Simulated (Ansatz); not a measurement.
Reaction (redistribution): `N[SiH]([AlH2])[SiH3]` + `C[SiH](F)F` → `F[SiH](F)[SiH3]` + `C[SiH](N)[AlH2]`

Program: Ansatz. Geometries: PBE0-D4/def2-TZVP. ΔE: electronic, gas phase. CBS: MP2 limit from def2 TZ/QZ plus the TZ coupled-cluster correction, frozen cores. Functionals use def2-TZVPP. B3LYP here is the variant with VWN-RPA as its local correlation; programs differ in this. One conformer a species, not always the lowest.

`N[SiH]([AlH2])[SiH3]`:

Cartesian coordinates in Å:
```
N -0.014 1.945 0.537
Si 0.062 0.509 -0.447
Al 2.123 -0.847 -0.402
Si -1.740 -0.865 0.155
H 0.633 2.693 0.336
H -0.088 1.825 1.536
H -0.189 0.931 -1.861
H 2.312 -2.080 -1.394
H 3.289 -0.538 0.640
H -3.061 -0.207 -0.043
H -1.629 -1.249 1.592
H -1.698 -2.117 -0.650
```

`C[SiH](F)F`:

```xyz
8

C     0.088    0.902   -0.395
Si   -0.048   -0.795    0.303
F    -1.579   -1.214    0.407
F     0.537   -0.819    1.782
H    -0.449    1.620    0.228
H    -0.333    0.937   -1.402
H     1.135    1.211   -0.451
H     0.650   -1.842   -0.471
```

`F[SiH](F)[SiH3]`:

```xyz
8

F    -1.508   -1.638    0.245
Si   -1.038   -0.130    0.458
F    -0.941    0.110    2.030
Si    1.071    0.175   -0.513
H    -2.119    0.744   -0.055
H     0.974   -0.077   -1.974
H     1.511    1.577   -0.286
H     2.050   -0.762    0.095
```

`C[SiH](N)[AlH2]`:

Cartesian coordinates in Å:
```
C 1.074 -1.347 0.225
Si -0.192 0.023 0.500
N 0.474 1.587 0.827
Al -1.728 0.291 -1.407
H 1.693 -1.156 -0.654
H 1.736 -1.438 1.090
H 0.574 -2.311 0.085
H -0.954 -0.370 1.726
H 0.765 2.183 0.070
H 1.029 1.755 1.652
H -2.889 -0.754 -1.719
H -1.582 1.537 -2.393
```

| level | ΔE (kJ/mol) | difference from CCSD(T)/CBS |
| --- | --- | --- |
| PBE-D4 | 29.6 | 0.7 |
| r2SCAN-D4 | 32.7 | 3.8 |
| PBE0-D4 | 30.5 | 1.6 |
| B3LYP-D4 | 27.3 | -1.6 |
| ωB97X-V | 25.8 | -3.1 |
| ωB97M-V | 28.4 | -0.5 |
| B2PLYP | 27.2 | -1.7 |
| PBE0 | 29.8 | 0.9 |
| B3LYP | 25.9 | -3.0 |
| HF/def2-TZVPP | 24.7 | -4.2 |
| SCS-MP2/def2-TZVPP | 27.0 | -1.9 |
| CCSD/def2-TZVPP | 28.4 | -0.5 |
| CCSD(T)/def2-TZVPP | 29.3 | 0.4 |
| SCS-MP2/def2-QZVPP | 26.8 | -2.1 |
| HF/CBS(def2) | 24.5 | -4.4 |
| MP2/CBS(def2) | 29.2 | 0.3 |
| CCSD(T)/CBS | 28.9 | 0 |

Largest T1 diagnostic among the species: 0.013.

In def2-TZVPP, CCSD(T) changes the Hartree–Fock value by +4.6 kJ/mol (the triples alone add +0.9 kJ/mol) and MP2 by +4.9 kJ/mol.
